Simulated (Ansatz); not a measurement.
A structure relaxed at PBE0-D4/def2-TZVP, charge 0, multiplicity 1:

| atom | x (Å) | y (Å) | z (Å) |
| --- | --- | --- | --- |
| Si1 | 0.121 | -1.935 | 1.063 |
| O2 | 0.821 | -1.698 | -0.397 |
| In3 | 0.872 | -0.249 | -1.710 |
| Cl4 | 1.903 | -0.543 | -3.726 |
| O5 | 0.025 | 1.456 | -1.264 |
| Si6 | -0.694 | 2.098 | 0.059 |
| H7 | 0.983 | -1.408 | 2.156 |
| H8 | -1.201 | -1.248 | 1.140 |
| H9 | -0.083 | -3.393 | 1.261 |
| H10 | -0.065 | 1.587 | 1.311 |
| H11 | -2.141 | 1.756 | 0.094 |
| H12 | -0.542 | 3.576 | 0.013 |

**Question.** Give its formula and SMILES.

**Answer.** ClH6InO2Si2, `[SiH3][O][In]([Cl])[O][SiH3]`.

**Question.** Point group (tolerance 0.08 Å, 0.16 Å for H)?

**Answer.** C2.

**Question.** Summarise the bond lengths by kind.

**Answer.** 2 × O–Si 1.637 Å; 6 × H–Si 1.486 to 1.492 Å; 2 × In–O 1.956 Å; 1 × Cl–In 2.283 Å.

Program: Ansatz 0.2.0.
